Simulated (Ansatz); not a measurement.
```xyz
7

S     1.136    1.587   -1.181
B     0.240    0.237   -0.442
O    -0.162    0.118    0.888
B    -0.736   -1.110    0.595
S    -0.387   -1.323   -1.191
H     1.217    2.298   -0.041
H    -1.307   -1.807    1.371
```

Charge 0, multiplicity 1.

Question: List the PBE0/def2-TZVPP orbital energies in eV (the Gaussian-basis code of Ansatz). (Best estimate.)

Answer: The calculation gave: Occupied: -2423.04, -2422.38, -523.68, -218.42, -217.78, -187.14, -186.57, -162.25, -162.15, -162.09, -161.55, -161.53, -161.47, -29.74, -21.49, -20.87, -15.36, -13.62, -13.21, -12.29, -12.22, -10.57, -9.35, -9.15, -8.56, -7.91. Lowest empty: -1.31, 0.12, 0.16, 0.88, 1.20, 1.83, 2.10, 3.16.
